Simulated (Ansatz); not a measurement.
Reaction (ligand exchange at the Si–O bond): `[AlH2][O][SiH3]` + `[OH][GeH2][SiH3]` → `[SiH3][O][GeH2][SiH3]` + `[OH][AlH2]`

Isolated molecules relaxed with PBE0-D4/def2-TZVP in Ansatz; ΔE leaves out vibrations. CCSD(T)/CBS is the MP2 limit (def2-TZVPP, def2-QZVPP) plus CCSD(T) − MP2 in def2-TZVPP, frozen cores. This one scheme is used for every species. Functionals use def2-TZVPP. For Ge outer-core shells are correlated without core-valence functions, which leaves a few kJ/mol of doubt a bond. Scalar relativity is left out up to krypton. Each species was taken in one conformer, which may not be the lowest.

(1) Is it downhill or uphill in electronic energy at CCSD(T)/CBS, and by how much? (Best estimate.)

(2) What do these levels give: PBE-D4, r2SCAN-D4, PBE, r2SCAN, HF/CBS(def2), MP2/CBS(def2)? (Estimate.)

Largest T1 diagnostic among the species: 0.012.

## Answers

(1) The calculation gave: Uphill: ΔE = +3.5 kJ/mol.

(2) Computed: PBE-D4 4.4, r2SCAN-D4 6.0, PBE 6.4, r2SCAN 6.6, HF/CBS(def2) 9.8, MP2/CBS(def2) 2.7 kJ/mol.

In def2-TZVPP, CCSD(T) changes the Hartree–Fock value by −5.5 kJ/mol (the triples alone add −1.0 kJ/mol) and MP2 by −6.3 kJ/mol. The D4 term adds −3.2 kJ/mol with B3LYP and −1.9 kJ/mol with PBE0; it sums over pairs of atoms, weighted by their polarisabilities, and B3LYP, whose exchange is more repulsive, gets the larger term.

B3LYP here is the variant with VWN-RPA as its local correlation; programs differ in this.
